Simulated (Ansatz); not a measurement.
Ansatz (a program for electronic structure) input:

Ansatz 0.2 input:
```yaml
crystal:
  periodic: [false, false, false]
  atoms:
    - {symbol: Si, position_ang: [0.00087221, 0.03098935, -0.00623817]}
    - {symbol: F, position_ang: [0.07261503, 1.22825044, 1.05571924]}
    - {symbol: F, position_ang: [-0.01759622, 0.72654394, -1.44922030]}
    - {symbol: C, position_ang: [-1.58969093, -0.88095563, 0.23369394]}
    - {symbol: C, position_ang: [1.53710669, -0.98733969, 0.14239482]}
    - {symbol: H, position_ang: [-2.44114960, -0.20607873, 0.12918883]}
    - {symbol: H, position_ang: [-1.63345754, -1.33126015, 1.22745941]}
    - {symbol: H, position_ang: [-1.69584211, -1.67820955, -0.50480292]}
    - {symbol: H, position_ang: [1.60803479, -1.44154652, 1.13281133]}
    - {symbol: H, position_ang: [1.54565022, -1.78849592, -0.59945100]}
    - {symbol: H, position_ang: [2.42488944, -0.37163759, -0.01289426]}
basis:
  gaussian:
    orbitals: def2-TZVP
hamiltonian:
  xc: {name: HF}
relax: {f_tol: 0.003, max_steps: 100}
```

Problem. What final total energy does it print?

Solution. -567.35017 Eh (HF/def2-TZVP). The basis has 197 functions.
